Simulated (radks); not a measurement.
Results of a calculation; reference values are marked as such.
Species: the iridium ion Ir2+. Configuration: [Xe] 4f14 5d7. Level of theory: scalar-relativistic Kohn-Sham, PBE, spin-polarised, spherical densities, finite nucleus; open shells are filled with parallel spins first (spin-orbit coupling, left out, can overturn this in heavy ions); Fermi nuclear charge, rms radius 5.4032 fm (a radial shooting solver on a logarithmic mesh with Libxc functionals).

Normalised radial functions P(r) = r R(r), r in bohr:

r	5p down	5d up	6s up
0.000757	0.0013	0.0000	0.0221
0.001185	0.0028	0.0000	0.0309
0.001855	0.0059	0.0000	0.0420
0.002926	0.0125	0.0001	0.0554
0.00458	0.0258	0.0004	0.0682
0.007168	0.0519	0.0013	0.0747
0.01122	0.0993	0.0043	0.0641
0.0177	0.1750	0.0135	0.0220
0.02771	0.2578	0.0387	-0.0514
0.04337	0.2693	0.0968	-0.1132
0.06842	0.0716	0.1972	-0.0648
0.1071	-0.2944	0.2694	0.1075
0.1676	-0.3256	0.1347	0.1345
0.2623	0.3086	-0.2449	-0.1516
0.4139	0.5010	-0.3723	-0.1517
0.6479	-0.4904	0.1545	0.3027
1.014	-1.1036	0.7637	0.2000
1.6	-0.6197	0.8003	-0.5015
2.504	-0.1284	0.4230	-0.7126
3.919	-0.0077	0.1082	-0.3296
6.134	-0.0001	0.0092	-0.0457

5p down: eigenvalue -71.377 eV, 3 radial nodes at r = 0.0751, 0.218, 0.536 bohr, <r> = 1.13 bohr, 90 % of the charge inside 1.64 bohr. 5d up: eigenvalue -25.292 eV, 2 radial nodes at r = 0.200, 0.587 bohr, <r> = 1.62 bohr, 90 % of the charge inside 2.48 bohr. 6s up (empty): eigenvalue -22.041 eV, 5 radial nodes at r = 0.0206, 0.0824, 0.213, 0.485, 1.17 bohr, <r> = 2.53 bohr, 90 % of the charge inside 3.66 bohr.
